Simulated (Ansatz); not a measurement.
Compare A (`FCC(F)(F)COC(F)(F)F`) with its isomer B (`FC(F)O[C@@H](F)[C@H](F)C(F)F`).

Program: Ansatz. Geometries: PBE0-D4/def2-TZVP. ΔE: electronic, gas phase. CCSD(T)/CBS adds triple-zeta CCSD(T) − MP2 to the extrapolated MP2 energy (def2 sets, frozen cores). Functionals use def2-TZVPP. B3LYP here is the variant with VWN-RPA as its local correlation; programs differ in this. Each species was taken in one conformer, which may not be the lowest.

Q: Which is lower in electronic energy at CCSD(T)/CBS, and by how much? (An estimate is asked.)

A: Computed: A, by 38.5 kJ/mol.

Q: Give E(B) − E(A) in kJ/mol with CCSD/def2-TZVPP, B2PLYP, ωB97M-V, BLYP-D4, LDA (SPW92), B3LYP, CCSD(T)/def2-TZVPP. (Estimate.)

A: Ansatz gave: CCSD/def2-TZVPP 39.3, B2PLYP 36.5, ωB97M-V 41.4, BLYP-D4 29.9, LDA (SPW92) 43.2, B3LYP 34.5, CCSD(T)/def2-TZVPP 38.8. None reverses the order clearly.

Q: Does the order hold for the free energy at 298.15 K (harmonic terms from PBE0-D4)? (An estimate is asked.)

A: The calculation gave: Yes: G(B) − G(A) = +40.6 kJ/mol, for one conformer each. Modes under 60 cm⁻¹, often nearly free rotors, make the harmonic entropy too high.

Largest T1 diagnostic: 0.012.

From PBE to PBE0 (25 % exact exchange), in def2-TZVPP and without D4, E(B) − E(A) moves by +5.3 kJ/mol. Leaving LDA and LC-ωPBE aside and taking each functional with its dispersion term where it has one, the values, not all of them listed here, spread over 15.7 kJ/mol, from BLYP-D4 to B97M-V. LDA lies +8.6 kJ/mol from PBE without D4.
